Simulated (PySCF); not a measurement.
Does the answer move with the share of exact exchange?

Compound: C2H3F3Se.
SMILES: `FC(F)(F)C[SeH]`

Torsions of this conformer, `[F:1][C:2]([F:3])([F:4])[CH2:5][SeH:6]`: F1–C2–C5–Se6 60°, H–Se6–C5–C2 -68°.

PySCF, def2-SVPD basis, density fitting, gas phase, PBE0-D3(BJ)/def2-SVP geometry; singlet excitations by full TDDFT with frozen cores, triplets by Tamm–Dancoff TDDFT and ionisation energies by ΔSCF, from the lowest of the holes tried. One functional is left out:

| functional | exact exchange (%) | HOMO energy (eV) | LUMO energy (eV) | lowest singlet excitation (eV) | lowest triplet excitation (eV) | dipole moment (D) | mean polarisability (au) | vertical ionisation energy (eV) |
| --- | --- | --- | --- | --- | --- | --- | --- | --- |
| LDA | 0 | -6.09 | -1.52 | 4.78 | 4.38 | 1.704 | 58.1 | 9.66 |
| PBE | 0 | -5.94 | -1.35 | 4.76 | 4.30 | 1.634 | 58.0 | 9.41 |
| B3LYP | 20 | -6.92 | -0.76 | 4.88 | 4.42 | 1.755 | 56.1 | 9.59 |
| BHandHLYP | 50 | -8.22 | 0.24 | 5.09 | 4.57 | 1.862 | 53.8 | 9.51 |

Q: Predict the row of PBE0 (25 % exact exchange) by straight lines through the other rows, and check it.

A: 
```csv
property,line,computed,computed − line,"B3LYP (20 %), for comparison"
HOMO energy (eV),-7.12,-7.15,-0.03,-6.92
LUMO energy (eV),-0.60,-0.50,+0.10,-0.76
lowest singlet excitation (eV),4.93,5.00,+0.07,4.88
lowest triplet excitation (eV),4.45,4.47,+0.02,4.42
dipole moment (D),1.768,1.737,-0.031,1.755
mean polarisability (au),55.9,55.4,-0.5,56.1
vertical ionisation energy (eV),9.54,9.52,-0.02,9.59
```
